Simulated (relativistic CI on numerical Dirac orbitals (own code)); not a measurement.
A reference radial Dirac CI calculation of Zr¹⁵⁺ gave the lowest total energy -3495.19073 Ha in 10 SCF steps, from this input:

```
atom Zr  Z=40  charge=15  electrons=25
nucleus A=90  rms_radius_fm=4.2694
hamiltonian dirac-coulomb  breit=on  qed=on  c_scale=1
orbitals kli  potential=per-configuration
slater_scale 1
correlation none
mixing on
grid step=0.0125 r_max=6.5
scf mixing=0.4 start=green max_iterations=150 tolerance=2e-08 node_fill=0.05
configurations
  [Ar] 3d7
end
```

One setting was then changed (and the iteration limit cut to 73), and the output read:

```
SCF 1: [Ar] 3d7
 iter      energy (Ha)   residual   last orbital (Ha)
    1     -2175.704474   3.04e+00    -39.26266
    2     -2196.363236   1.57e+00    -30.80066
    3     -2203.360836   1.33e-01    -22.92400
    4     -2203.456223   1.08e-01    -23.58062
    5     -2203.479032   5.13e-03    -23.07571
    6     -2203.479442   1.47e-03    -23.09232
    7     -2203.479641   2.01e-04    -23.09955
    8     -2203.479622   1.53e-05    -23.09874
    9     -2203.479620   1.81e-06    -23.09868
   10     -2203.479620   3.49e-08    -23.09867
   11     -2203.479620   2.33e-10    -23.09867
orbital energies (Ha): 2s -50.7913  2p1/2 -85.1634  2p3/2 -84.6333  3s -18.3439  3p1/2 -24.1701  3p3/2 -24.0893  3d3/2 -23.2181  3d5/2 -23.0987
configuration averages (Ha): Dirac-Coulomb, Breit, QED
  3d7                          -2203.479620    0.535725    0.059109
levels: no., configuration, term, J, E (cm-1), weight
   1 3d7                    4F   9/2              0.0  0.94
   2 3d7                    4F   7/2          17555.7  0.99
   3 3d7                    4F   5/2          26830.2  0.95
   4 3d7                    4F   3/2          32316.4  0.90
   5 3d7                    4P   3/2          58151.8  0.56
   6 3d7                    2G   9/2          62114.9  0.77
   7 3d7                    4P   5/2          62854.6  0.93
   8 3d7                    4P   1/2          72201.1  0.80
   9 3d7                    2G   7/2          78365.6  0.96
  10 3d7                    2H   11/2         83145.9  1.00
  11 3d7                    4P   3/2          88457.5  0.38
  12 3d7                    2D   5/2          94213.4  0.90
  13 3d7                    2H   9/2         101450.3  0.82
  14 3d7                    2P   1/2         102054.8  0.80
lowest total energy -2203.271046 Ha
end: converged
```

Problem. Which setting was changed?
A. nuclear radius
B. charge
C. start potential
D. configuration list

Solution. A. The nuclear radius 4269.4 fm. This setting is bad on purpose; its numbers may not be properties of the ion.
